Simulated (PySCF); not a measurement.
Computed IR spectrum (relative IR intensity) of a molecule C3H7NOSi. Geometry: r2SCAN-D4/def2-SVP. The values are those of a single conformer. All values below come from PySCF with r2SCAN-D4/def2-SVP. Frequencies are harmonic and unscaled.

Lines under 2 % of the strongest are left out, and lines within 2 cm⁻¹ are merged.

| ν (cm⁻¹) | relative intensity |
|---|---|
| 168 | 2.0 |
| 437 | 6.2 |
| 512 | 12 |
| 635 | 21 |
| 706 | 9.1 |
| 897 | 100 |
| 920 | 19 |
| 936 | 17 |
| 943 | 14 |
| 962 | 32 |
| 978 | 5.4 |
| 996 | 5.6 |
| 1165 | 42 |
| 1306 | 2.2 |
| 1354 | 2.5 |
| 1686 | 29 |
| 2235 | 31 |
| 2240 | 41 |
| 2269 | 33 |
| 3041 | 15 |
| 3059 | 18 |
| 3087 | 2.2 |
| 3122 | 12 |

Task: Which structure fits?
A. C[C@H]1OC=N[SiH2]1
B. CC1=N[Si@H](C)O1
C. NCC#C[SiH2]O
D. [SiH3]C1=NCCO1

Result: D, [SiH3]C1=NCCO1
